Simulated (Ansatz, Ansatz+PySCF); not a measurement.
```xyz
2

N     0.0000    0.0000   -1.2186
O     0.0000    0.0000    1.0662
```

Basis set: STO-3G (spherical functions). Correlated methods keep 2 orbitals frozen. Correlation on ROHF uses semicanonical orbitals with singles. Charge 0, multiplicity 2.

Computed with Ansatz (development build ahead of 0.2.0); each method stands on the lowest determinant of its kind that the runs found.

The atomization energy at this shape (free ground-state atoms in the same class of orbitals less the molecule, no zero-point energy) of doublet NO:

| method | atomization energy |
| --- | --- |
| UHF-CCSDT(Q) | 9.9 kJ/mol |
| UHF-CCSD(T) | 9.7 kJ/mol |
| UHF-MP2 | 0.9 kJ/mol |
| UHF | -0.1 kJ/mol |
| ROHF-MP2 | -700.7 kJ/mol |
| ROHF | -770.0 kJ/mol |

(1) What does PBE0 (unrestricted) give?

Answers

(1) 27.3 kJ/mol. Caution for PBE0 (unrestricted), UHF-CCSDT(Q), UHF-CCSD(T), UHF-MP2, UHF: the unrestricted determinant is a mixture of spin states. Caution for UHF-CCSDT(Q), UHF-MP2: a plain start can end on a higher determinant. Caution for UHF-CCSDT(Q), UHF-CCSD(T), UHF-MP2: large amplitudes, a single reference is doubtful. Caution for UHF-CCSD(T), UHF, ROHF: the determinant may break the point group. Caution for ROHF-MP2, ROHF: an unrestricted determinant lies well below; the molecule lies well above its atoms at this level. Caution for ROHF-MP2: bonds are stretched, where a single reference can fail.

This basis has no polarisation functions and is too small for such energies, which can lie far from measured ones in either direction.
